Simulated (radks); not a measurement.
The mean radii <r> (bohr) of the occupied orbitals of an atom or ion are listed with their occupations. All-electron calculation, scalar-relativistic Kohn-Sham, r2SCAN, spin-polarised, spherical densities, finite nucleus; meta-GGA in the generalised Kohn-Sham scheme; Fermi nuclear charge, rms radius of each element as measured or else 0.836 A^(1/3) + 0.57 fm. Program: a radial shooting solver on a logarithmic mesh with Libxc functionals.

| orbital | occ. | <r> |
|---|---|---|
| 1s up | 1 | 0.02611 |
| 1s down | 1 | 0.02611 |
| 2s up | 1 | 0.1121 |
| 2s down | 1 | 0.1121 |
| 2p up | 3 | 0.09822 |
| 2p down | 3 | 0.09821 |
| 3s up | 1 | 0.2983 |
| 3s down | 1 | 0.2982 |
| 3p up | 3 | 0.2964 |
| 3p down | 3 | 0.2964 |
| 3d up | 5 | 0.2732 |
| 3d down | 5 | 0.2732 |
| 4s up | 1 | 0.6872 |
| 4s down | 1 | 0.6879 |
| 4p up | 3 | 0.7272 |
| 4p down | 3 | 0.7281 |
| 4d up | 5 | 0.8062 |
| 4d down | 3 | 0.8069 |
| 5s up | 1 | 1.591 |
| 5s down | 1 | 1.589 |
| 5p up | 3 | 1.786 |
| 5p down | 1 | 1.785 |
| 5d up | 2 | 2.300 |

Name the element and its charge. Open shells, if any, are filled with parallel spins first.

Answer. Z = 55, caesium, charge +3: Cs3+ in [Kr] 4d8 5s2 5p4 5d2. The 1s radius gives Z: for a bare nucleus <r> = (2 gamma + 1)/(2Z) with gamma = sqrt(1 - (Z/c)^2), 0.02574 bohr for Z = 55, and screening makes it slightly larger (0.02611 here). The occupations add up to 52, and the charge is Z minus that.
